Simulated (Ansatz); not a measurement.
`C[O][Sn]([Cl])([Cl])[O]C`. Charge 0, multiplicity 1. Correlated methods freeze the filled d shell of Sn. Sn takes the def2 core potential.

```xyz
13

C     2.451    0.208    0.569
O     1.116   -0.250    0.675
Sn   -0.016   -0.361   -0.891
Cl   -0.070    1.714   -1.903
Cl    0.772   -1.927   -2.368
O    -1.783   -0.897   -0.333
C    -2.558   -0.032    0.479
H     2.867    0.229    1.579
H     2.508    1.220    0.152
H     3.066   -0.461   -0.043
H    -2.713    0.946    0.009
H    -3.533   -0.506    0.611
H    -2.107    0.116    1.466
```

Give the diagnostics of a CCSD(T)/def2-TZVPP run (frozen core, Ansatz). (Estimate.)

The calculation gave: T1 = 0.0117, largest single amplitude 0.022, largest double 0.022, (T) share of the correlation energy 3.9 %, 10 CCSD cycles. The RHF solution is stable towards an unrestricted one. T1 lies under the customary mark of 0.02 for closed shells.
